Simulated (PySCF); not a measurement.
Cl$_{2}$Sn, charge -1, doublet, geometry from GFN2-xTB (such geometries of metal compounds can be far from the true shape) (a state made from the parent by changing its charge; the spin is typed, not shown lowest) (all electrons, no relativity) (in this run its highest filled SCF level lies above zero, so its values depend strongly on the basis, on diffuse functions most of all); REVPBE/STO-3G (PySCF).

Input for PySCF:
```python
from pyscf import gto, scf, dft

mol = gto.M(
    atom='''
Sn    0.01076359   -0.01024665    0.63912643
Cl    1.23230621    1.55893049   -0.93616015
Cl   -1.26396382   -1.52879329   -0.94362347
''',
    basis='sto-3g',
    charge=-1,
    spin=1,
    verbose=5,
)

mf = dft.UKS(mol)
mf.xc = 'revpbe'
mf.kernel()
```

It wrote (shortened):

```
PySCF version 2.14.0

[INPUT] verbose = 5
[INPUT] max_memory = 4000
[INPUT] num. atoms = 3
[INPUT] num. electrons = 85
[INPUT] charge = -1
[INPUT] spin (= nelec alpha-beta = 2S) = 1
[INPUT] symmetry False subgroup None
[INPUT] Mole.unit = angstrom
[INPUT] Symbol           X                Y                Z      unit          X                Y                Z       unit  Magmom
[...]
[INPUT] ---------------- BASIS SET ----------------
[INPUT] l, kappa, [nprim/nctr], expnt,             c_1 c_2 ...
[INPUT] Sn
[...]
                                978.2371611       0.5353281423
                                264.7491522       0.4446345422
[...]
                                109.6946243       0.3995128261
                                35.67609636       0.7001154689
[...]
                                18.043066         0.2175436044
                                6.96157579        0.9166769611
[...]
                                2.174045204       0.0576109534
                                0.9570200509      1.115578745
[...]
                                0.3357601616      -0.1972567438
                                0.1483111678      1.375495512
[...]
                                109.6946243       0.6076837186
                                35.67609636       0.3919573931
[...]
                                18.043066         0.5777664691
                                6.96157579        0.4846460366
[...]
                                2.174045204       0.5852047641
                                0.9570200509      0.543944204
[...]
                                0.3357601616      0.629032369
                                0.1483111678      0.6662832743
[...]
                                18.043066         0.6555473627
                                6.96157579        0.286573259
[...]
                                2.174045204       0.6686785577
                                0.9570200509      0.3052468245
[INPUT] Cl
[...]
                                109.5358542       0.5353281423
                                29.64467686       0.4446345422
[...]
                                9.053563477       0.3995128261
                                2.944499834       0.7001154689
[...]
                                0.5940934274      0.2255954336
                                0.232524141       0.900398426
[...]
                                9.053563477       0.6076837186
[...]
 -3.92659241e-01 -3.88249271e-01 -1.50016623e-01 -1.47004314e-01
 -1.39008934e-01 -1.36671685e-01 -1.36193883e-01 -5.60134127e-02
  2.87775589e-03  4.77134905e-02  4.87949635e-02  5.72104490e-02
  5.78176972e-02  1.10135850e-01  2.53577513e-01  3.24868979e-01
  3.34610278e-01]
multiplicity <S^2> = 0.75168017  2S+1 = 2.0016795
nelec by numeric integration = [42.99999748 41.99999778]
E1 = -10317.881009497809  E2 = 3049.548437396589  Ecoul = 3267.5285343979176  Exc = -217.98009700132863
cycle= 8 E= -6875.21377957759  delta_E= 1.36e-11  |g|= 1.45e-07  |ddm|= 4.83e-06
  alpha mo_energy =
[-1.01636434e+03 -1.47692008e+02 -1.40546495e+02 -1.40546169e+02
 -1.40545625e+02 -9.92339018e+01 -9.92338974e+01 -2.67321920e+01
 -2.41336313e+01 -2.41325899e+01 -2.41301661e+01 -1.63441552e+01
 -1.63441172e+01 -1.63425345e+01 -1.63419103e+01 -1.63415934e+01
 -8.60814558e+00 -8.60792336e+00 -6.45029570e+00 -6.45003297e+00
 -6.44053696e+00 -6.44047944e+00 -6.44045338e+00 -6.44040526e+00
 -3.56564121e+00 -2.49249622e+00 -2.48904613e+00 -2.48176848e+00
 -3.93676963e-01 -3.88761379e-01 -1.50604411e-01 -1.47731086e-01
 -1.41609471e-01 -1.39247662e-01 -1.39099607e-01 -7.17196100e-02
  6.44391584e-04  4.31767455e-02  4.56649898e-02  5.59522030e-02
  5.71187065e-02  9.54303556e-02  1.96410387e-01  3.05410586e-01
  3.18707139e-01]
  beta  mo_energy =
[-1.01636388e+03 -1.47691697e+02 -1.40546274e+02 -1.40545957e+02
 -1.40544751e+02 -9.92338257e+01 -9.92338213e+01 -2.67316493e+01
 -2.41333073e+01 -2.41322750e+01 -2.41290308e+01 -1.63439673e+01
 -1.63439079e+01 -1.63417939e+01 -1.63411764e+01 -1.63406966e+01
 -8.60805418e+00 -8.60783324e+00 -6.45042762e+00 -6.45016618e+00
 -6.44042091e+00 -6.44037260e+00 -6.44008418e+00 -6.44002698e+00
 -3.56381509e+00 -2.49139595e+00 -2.48798014e+00 -2.47779670e+00
 -3.92659263e-01 -3.88249294e-01 -1.50016586e-01 -1.47004273e-01
 -1.39008891e-01 -1.36671645e-01 -1.36193844e-01 -5.60134192e-02
  2.87773525e-03  4.77134759e-02  4.87949441e-02  5.72104266e-02
  5.78176754e-02  1.10135872e-01  2.53577527e-01  3.24868994e-01
  3.34610294e-01]
multiplicity <S^2> = 0.75168017  2S+1 = 2.0016795
nelec by numeric integration = [42.99999748 41.99999778]
E1 = -10317.881008623213  E2 = 3049.5484365220323  Ecoul = 3267.5285335678604  Exc = -217.98009704582813
Extra cycle  E= -6875.21377957755  delta_E= 3.91e-11  |g|= 1.63e-07  |ddm|= 1.26e-06
converged SCF energy = -6875.21377957755  <S^2> = 0.75168017  2S+1 = 2.0016795
```
